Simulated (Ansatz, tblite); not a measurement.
Removing and adding an electron: PbF₂ (the lowest singlet isomer of a short search). Total charge 0; singlet. Geometry: PBE0-D4/def2-TZVP. Ansatz, gas phase; energy differences of separate SCF runs; the oxidised species was run as a doublet alone; the reduced species was run as a doublet alone.

```xyz
3

Pb   -0.069   -0.903   -0.040
F     0.645    0.343    1.405
F    -0.576    0.560   -1.365
```

In the def2 sets Pb takes a core potential; there is no spin–orbit coupling. The xTB rows come from tblite. Correlated methods freeze 6 core orbitals; core or outer-core shells of Pb are correlated, in sets that lack core-valence functions. In CCSD on the charge 1 doublet the largest single amplitude is 0.38, so its Hartree–Fock determinant may place the open shell otherwise than the density functionals do. The structure comes from a short search, and lower isomers may exist.

**Question.** Estimate orbital energies and vertical ionisation energies and electron affinities at: GFN1-xTB; GFN2-xTB; HF/def2-TZVPD; PBE-D4/def2-TZVP; PBE-D4/def2-TZVPD; r2SCAN-D4/def2-TZVP; r2SCAN-D4/def2-TZVPD; PBE0-D4/def2-TZVP; PBE0-D4/def2-TZVPD; MP2/def2-TZVPD; CCSD/def2-TZVPD; CCSD/def2-TZVPP; CCSD(T)/def2-TZVPD; CCSD(T)/def2-TZVPP.

**Answer.** 
```tsv
level	−HOMO (eV)	vertical IE (eV)	−LUMO (eV)	vertical EA (eV)	HOMO–LUMO gap (eV)	IE − EA (eV)	remarks
GFN1-xTB	11.91	16.40	8.49	4.18	3.42	12.22	–
GFN2-xTB	11.54	15.64	8.20	4.40	3.33	11.25	–
HF/def2-TZVPD	–	–	–	0.70	–	–	–
PBE-D4/def2-TZVP	7.57	11.13	3.44	–	4.13	–	–
PBE-D4/def2-TZVPD	7.71	–	3.53	0.87	4.17	–	HOMO above zero (-1 doublet)
r2SCAN-D4/def2-TZVP	7.93	11.27	3.28	–	4.65	–	–
r2SCAN-D4/def2-TZVPD	8.02	–	3.33	1.01	4.69	–	HOMO above zero (-1 doublet)
PBE0-D4/def2-TZVP	9.01	11.39	2.79	–	6.23	–	–
PBE0-D4/def2-TZVPD	9.11	–	2.86	0.99	6.25	–	HOMO above zero (-1 doublet)
MP2/def2-TZVPD	–	–	–	0.82	–	–	–
CCSD/def2-TZVPD	–	–	–	0.90	–	–	–
CCSD/def2-TZVPP	–	11.69	–	–	–	–	large T1 (0.059) (+1 doublet)
CCSD(T)/def2-TZVPD	–	–	–	0.89	–	–	–
CCSD(T)/def2-TZVPP	–	11.63	–	–	–	–	large T1 (0.059) (+1 doublet)
```

Run but left out: HF/def2-TZVPP, MP2/def2-TZVPP (charge +1 doublet: a determinant that CCSD turns far, T1 0.059).   A HOMO above zero means that the electron is unbound at that level or that self-interaction error raises the level; the energy of removing that electron tells which. Raw xTB energy differences between charge states are shifted by several eV; the methods need an empirical correction for them.
